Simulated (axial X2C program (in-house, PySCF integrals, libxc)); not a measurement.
## TeC: cheaper levels and CCSD(T), with spin–orbit coupling

Calculated with an axial X2C code built on PySCF integrals. Two-component (2c) means X2C with spin–orbit coupling and atomic mean-field two-electron Coulomb and Gaunt terms. Basis: Te dyall-cv3z [11s12p8d4f1g], C dyall-v3z [7s6p2d1f] (cores contracted in-house); Gaussian nuclei, density fitting, unrestricted open shells. Masses: Te 129.906 u, C 12.000 u.

State: Ω = 0 (closed shell); fragments Te + C.

```tsv
level	Re (Å)	ωe (cm⁻¹)	De (eV)
PBE0	1.885	898.6	4.45
HF	1.871	946.2	n/a
CCSD	1.883	897.4	4.07
M06	1.890	882.8	4.35
```

Correlated methods: 20 electrons correlated (number of frozen shells: Te 4 s, 3 p, 1 d; C 1 s), 222 virtual spin orbitals or spinors in MP2, 110 natural virtuals in coupled cluster.

CCSD(T), same Hamiltonian and basis:

Re = 1.901 Å, ωe = 856.8 cm⁻¹; T1 = 0.027 (Lee–Taylor normalisation).

Q: Give the differences from CCSD(T) in the columns below.

A: 

```
level  ΔRe (Å)  Δωe (cm⁻¹)
 PBE0   -0.016          42
   HF   -0.030          89
 CCSD   -0.018          41
  M06   -0.011          26
```

One determinant describes the state; a PBE0 search over occupations chose it and may have missed a lower one. Closed shells are restricted here (equal orbitals for both partners); the stretched side of such a curve lies too high. Dissociation energies refer to the lowest single-determinant-based atoms at the same level and basis. De is not given where an atomic determinant may have missed its ground term or J level, or where the truncated virtual space spoils (T). Coupled cluster ran in a truncated set of natural virtual spinors; the MP2 energy of the rest was added. (T) has no such correction and the atoms are truncated less, which lowers De at CCSD(T) by a hundredth of an eV or more. A 2c atom that is not at its ground J level misses part of its spin–orbit lowering, and De is too large by that part (0.04 eV or less for light atoms). This holds for PBE0, CCSD, M06. Without a current term, density functionals place determinants with orbital angular momentum somewhat too high. The T1 diagnostic is large, a sign of multireference character.
